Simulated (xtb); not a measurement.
xtb input (GFN1-xTB):

```bash
xtb mol.xyz --gfn 1 --sp --chrg 0 --uhf 0
```
mol.xyz:
```
11

Si     0.08423056     0.53583095     0.08353826
C     -1.60657879    -0.27790926     0.04317714
C      1.44961718    -0.72059869    -0.19884867
H      0.15375758     1.58831459    -0.96360297
H      0.28448302     1.19954371     1.39824161
H     -1.78546613    -0.75677980    -0.92201004
H     -1.68915625    -1.04320053     0.81804114
H     -2.40069599     0.45285969     0.20741869
H      1.43146023    -1.49522125     0.57091376
H      1.33515035    -1.20880052    -1.16913743
H      2.43300894    -0.24730157    -0.17537133
```

Output:

```
           -------------------------------------------------
          |                Calculation Setup                |
           -------------------------------------------------

           -------------------------------------------------
          |                 G F N 1 - x T B                 |
           -------------------------------------------------

        Reference                      10.1021/acs.jctc.7b00118
      * Hamiltonian:
        H0-scaling (s, p, d)           1.850000    2.250000    2.000000
        zeta-weighting                 0.000000
      * Dispersion:
        s8                             2.400000
        a1                             0.630000
        a2                             5.000000
        s9                             0.000000
      * Repulsion:
        kExp                           1.500000
        rExp                           1.000000
      * Coulomb:
        alpha                          2.000000
        third order                    atomic
        anisotropic                    false
      * Halogen bond correction:
        rad-scale                      1.300000
        damping                        0.440000

          ...................................................
          :                      SETUP                      :
          :.................................................:
          :  # basis functions                  34          :
          :  # atomic orbitals                  33          :
          :  # shells                           23          :
          :  # electrons                        20          :
          :  # halogen bonds                     0          :
          :  max. iterations                   250          :
          :  Hamiltonian                  GFN1-xTB          :
          :  restarted?                      false          :
          :  GBSA solvation                  false          :
          :  PC potential                    false          :
          :  electronic temp.          300.0000000     K    :
          :  accuracy                    1.0000000          :
          :  -> integral cutoff          0.2500000E+02      :
          :  -> integral neglect         0.1000000E-07      :
          :  -> SCF convergence          0.1000000E-05 Eh   :
          :  -> wf. convergence          0.2000000E-04 e    :
          :  Broyden damping             0.4000000          :
          :  net charge                          0          :
          :  unpaired electrons                  0          :
          ...................................................

 iter      E             dE          RMSdq      gap      omega  full diag
   1    -10.5230255 -0.105230E+02  0.715E+00    7.08       0.0  T
   2    -10.5325846 -0.955910E-02  0.432E+00    7.15       1.0  T
   3    -10.5329621 -0.377545E-03  0.381E-01    7.23       1.0  T
   4    -10.5335364 -0.574337E-03  0.466E-02    7.23       1.0  T
   5    -10.5335649 -0.284950E-04  0.152E-02    7.21       2.0  T
   6    -10.5335667 -0.174973E-05  0.626E-03    7.21       4.8  T
   7    -10.5335670 -0.305155E-06  0.800E-04    7.21      37.7  T
   8    -10.5335670 -0.464360E-08  0.598E-05    7.21     504.5  T
   9    -10.5335670 -0.312870E-10  0.143E-05    7.21    2107.8  T

   *** convergence criteria satisfied after 9 iterations ***

         #    Occupation            Energy/Eh            Energy/eV
      -------------------------------------------------------------
         1        2.0000           -0.6419206             -17.4675
       ...           ...                  ...                  ...
         4        2.0000           -0.5190506             -14.1241
         5        2.0000           -0.5187673             -14.1164
         6        2.0000           -0.5103589             -13.8876
         7        2.0000           -0.5084836             -13.8365
         8        2.0000           -0.4566539             -12.4262
         9        2.0000           -0.4451339             -12.1127
        10        2.0000           -0.4387054             -11.9378 (HOMO)
        11                         -0.1737022              -4.7267 (LUMO)
        12                         -0.1730700              -4.7095
        13                         -0.1427836              -3.8853
        14                         -0.1118420              -3.0434
        15                         -0.0989387              -2.6923
       ...                                ...                  ...
        33                          1.3535726              36.8326
      -------------------------------------------------------------
                  HL-Gap            0.2650032 Eh            7.2111 eV
             Fermi-level           -0.3062038 Eh           -8.3322 eV

 SCC (total)                   0 d,  0 h,  0 min,  0.007 sec
 SCC setup                      ...        0 min,  0.000 sec (  1.161%)
 Dispersion                     ...        0 min,  0.000 sec (  0.537%)
 classical contributions        ...        0 min,  0.000 sec (  0.272%)
 integral evaluation            ...        0 min,  0.002 sec ( 25.061%)
 iterations                     ...        0 min,  0.002 sec ( 25.042%)
 molecular gradient             ...        0 min,  0.003 sec ( 46.380%)
 printout                       ...        0 min,  0.000 sec (  1.354%)

         :::::::::::::::::::::::::::::::::::::::::::::::::::::
         ::                     SUMMARY                     ::
         :::::::::::::::::::::::::::::::::::::::::::::::::::::
         :: total energy             -10.397125229315 Eh    ::
         :: gradient norm              0.028704331047 Eh/a0 ::
         :: HOMO-LUMO gap              7.211104558260 eV    ::
         ::.................................................::
         :: SCC energy               -10.533567004065 Eh    ::
         :: -> electrostatic           0.003014344334 Eh    ::
         :: repulsion energy           0.139401388671 Eh    ::
         :: dispersion energy         -0.002959613921 Eh    ::
         :: halogen bond corr.         0.000000000000 Eh    ::
         :: add. restraining           0.000000000000 Eh    ::
         :: total charge              -0.000000000000 e     ::
         :::::::::::::::::::::::::::::::::::::::::::::::::::::

           -------------------------------------------------
          |                Property Printout                |
           -------------------------------------------------

    * Orbital Energies and Occupations

         #    Occupation            Energy/Eh            Energy/eV
      -------------------------------------------------------------
         1        2.0000           -0.6419206             -17.4675
         2        2.0000           -0.6152124             -16.7408
         3        2.0000           -0.5803297             -15.7916
         4        2.0000           -0.5190506             -14.1241
         5        2.0000           -0.5187673             -14.1164
         6        2.0000           -0.5103589             -13.8876
         7        2.0000           -0.5084836             -13.8365
         8        2.0000           -0.4566539             -12.4262
         9        2.0000           -0.4451339             -12.1127
        10        2.0000           -0.4387054             -11.9378 (HOMO)
        11                         -0.1737022              -4.7267 (LUMO)
        12                         -0.1730700              -4.7095
        13                         -0.1427836              -3.8853
        14                         -0.1118420              -3.0434
        15                         -0.0989387              -2.6923
        16                         -0.0842777              -2.2933
        17                         -0.0841440              -2.2897
Note: The following floating-point exceptions are signalling: IEEE_DENORMAL
normal termination of xtb
        18                         -0.0558423              -1.5195
        19                         -0.0491116              -1.3364
        20                         -0.0378171              -1.0291
        21                         -0.0265885              -0.7235
       ...                                ...                  ...
        33                          1.3535726              36.8326
      -------------------------------------------------------------
                  HL-Gap            0.2650032 Eh            7.2111 eV
             Fermi-level           -0.3062038 Eh           -8.3322 eV

  Mulliken/CM5 charges         n(s)   n(p)   n(d)
     1Si    0.22040 -0.04924   1.281  1.888  0.611
     2C    -0.19565 -0.30470   1.004  3.191  0.000
     3C    -0.19565 -0.30470   1.004  3.191  0.000
     4H    -0.07706  0.00376   1.077  0.000  0.000
     5H    -0.07706  0.00376   1.077  0.000  0.000
     6H     0.05391  0.10831   0.946  0.000  0.000
     7H     0.05391  0.10831   0.946  0.000  0.000
     8H     0.05469  0.10893   0.945  0.000  0.000
     9H     0.05391  0.10831   0.946  0.000  0.000
    10H     0.05391  0.10831   0.946  0.000  0.000
    11H     0.05469  0.10893   0.945  0.000  0.000

Wiberg/Mayer (AO) data.
largest (>0.10) Wiberg bond orders for each atom

 ---------------------------------------------------------------------------
     #   Z sym  total        # sym  WBO       # sym  WBO       # sym  WBO
 ---------------------------------------------------------------------------
     1  14 Si   4.341 --     2 C    1.077     3 C    1.077     5 H    0.931
                             4 H    0.931
     2   6 C    3.949 --     1 Si   1.077     8 H    0.939     6 H    0.935
                             7 H    0.935
     3   6 C    3.949 --     1 Si   1.077    11 H    0.939    10 H    0.935
                             9 H    0.935
     4   1 H    0.990 --     1 Si   0.931
     5   1 H    0.990 --     1 Si   0.931
     6   1 H    0.998 --     2 C    0.935
     7   1 H    0.998 --     2 C    0.935
     8   1 H    0.997 --     2 C    0.939
     9   1 H    0.998 --     3 C    0.935
    10   1 H    0.998 --     3 C    0.935
    11   1 H    0.997 --     3 C    0.939
 ---------------------------------------------------------------------------

Topologies differ in total number of bonds
Writing topology from bond orders to xtbtopo.mol

 dipole moment from electron density (au)
     X       Y       Z
  -0.0791  -0.5033  -0.0785  total (Debye):    1.310

           -------------------------------------------------
          | TOTAL ENERGY              -10.397125229315 Eh   |
          | GRADIENT NORM               0.028704331047 Eh/α |
          | HOMO-LUMO GAP               7.211104558260 eV   |
           -------------------------------------------------

------------------------------------------------------------------------
------------------------------------------------------------------------
 total:
 SCF:
```
